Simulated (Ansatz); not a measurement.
`C[SiH2]N[SiH2]Cl` → `N[SiH2]C[SiH2]Cl`  (isomerisation)

Computed with Ansatz on PBE0-D4/def2-TZVP structures; ΔE is electronic, products minus reactants. CCSD(T)/CBS is the MP2 limit (def2-TZVPP, def2-QZVPP) plus CCSD(T) − MP2 in def2-TZVPP, frozen cores. DFT in def2-TZVPP. B3LYP here is the variant with VWN-RPA as its local correlation; programs differ in this. One conformer a species, not always the lowest.

Problem. Is it downhill or uphill in electronic energy at CCSD(T)/CBS, and by how much? (Estimate.)

Solution. The calculation gave: Uphill: ΔE = +0.66 eV.

Problem. What do these levels give: r2SCAN-D4, PBE0-D4, ωB97X-V, ωB97M-V, B2PLYP, PBE, r2SCAN, PBE0, B3LYP, MP2/def2-TZVPP, HF/CBS(def2), MP2/CBS(def2)? (Estimate.)

Solution. The calculation gave: r2SCAN-D4 0.66, PBE0-D4 0.63, ωB97X-V 0.66, ωB97M-V 0.66, B2PLYP 0.70, PBE 0.61, r2SCAN 0.66, PBE0 0.63, B3LYP 0.70, MP2/def2-TZVPP 0.67, HF/CBS(def2) 0.77, MP2/CBS(def2) 0.67 eV.

Largest T1 diagnostic among the species: 0.010.

In def2-TZVPP, CCSD(T) changes the Hartree–Fock value by −0.09 eV (the triples alone add −0.01 eV) and MP2 by −0.09 eV.
